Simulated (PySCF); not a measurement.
**Correlation energy of Br²⁺ (bromine, charge +2)**

[Ar] 3d10 4s1 4p4, high-spin 4P determinant (an excited configuration). All numbers are calculated (PySCF 2.14, scalar relativity through the core potential, in aug-cc-pwCVTZ-PP with ECP10MDF (8s7p6d4f1g, 96 functions)). Frozen: 3s2 3p6 3d10; 5 electrons correlated.

```tsv
level	correlation energy (mhartree)
CCSD	-115.62
(T)	-6.50
CCSD(T)	-122.12
```

Diagnostics: T1 = 0.012, D1 = 0.0294, largest double amplitude 0.191.

A double-excitation amplitude exceeds 0.15, a sign of near-degeneracy.

Cost of the coupled-cluster step: about 14 core-seconds, for 5 correlated electrons.

Iterations:

```
CC2 = 0
CCSD nocc = (np.int64(4), np.int64(1)), nmo = (87, 87)
frozen orbitals [[0, 1, 2, 3, 4, 5, 6, 7, 8], [0, 1, 2, 3, 4, 5, 6, 7, 8]]
max_cycle = 100
direct = 0
conv_tol = 1e-08
conv_tol_normt = 1e-06
diis_space = 8
diis_start_cycle = 0
Init t2, MP2 energy = -0.0838960303457616
Init E_corr(UCCSD) = -0.0838960303459476
cycle = 1  E_corr(UCCSD) = -0.100261406107418  dE = -0.0163653758  norm(t1,t2) = 0.0751168
cycle = 2  E_corr(UCCSD) = -0.106430000905618  dE = -0.0061685948  norm(t1,t2) = 0.0461977
cycle = 3  E_corr(UCCSD) = -0.115779289899499  dE = -0.00934928899  norm(t1,t2) = 0.0309215
cycle = 4  E_corr(UCCSD) = -0.115314345771487  dE = 0.000464944128  norm(t1,t2) = 0.00453943
cycle = 5  E_corr(UCCSD) = -0.115808926561966  dE = -0.00049458079  norm(t1,t2) = 0.00165247
cycle = 6  E_corr(UCCSD) = -0.115583396872284  dE = 0.00022552969  norm(t1,t2) = 0.000836948
cycle = 7  E_corr(UCCSD) = -0.115598506415773  dE = -1.51095435e-05  norm(t1,t2) = 0.000377825
cycle = 8  E_corr(UCCSD) = -0.115627516603632  dE = -2.90101879e-05  norm(t1,t2) = 0.000128763
cycle = 9  E_corr(UCCSD) = -0.115616996858935  dE = 1.05197447e-05  norm(t1,t2) = 4.30174e-05
cycle = 10  E_corr(UCCSD) = -0.115619274878285  dE = -2.27801935e-06  norm(t1,t2) = 1.66572e-05
cycle = 11  E_corr(UCCSD) = -0.115619053621674  dE = 2.21256611e-07  norm(t1,t2) = 6.48066e-06
cycle = 12  E_corr(UCCSD) = -0.115618975983243  dE = 7.76384308e-08  norm(t1,t2) = 1.82869e-06
cycle = 13  E_corr(UCCSD) = -0.115618999685975  dE = -2.37027315e-08  norm(t1,t2) = 4.64452e-07
cycle = 14  E_corr(UCCSD) = -0.115618999122485  dE = 5.63489463e-10  norm(t1,t2) = 8.77957e-08
UCCSD converged
E(UCCSD) = -413.9863486635869  E_corr = -0.1156189991224851
UCCSD(T) correction = -0.00649954698415354
```
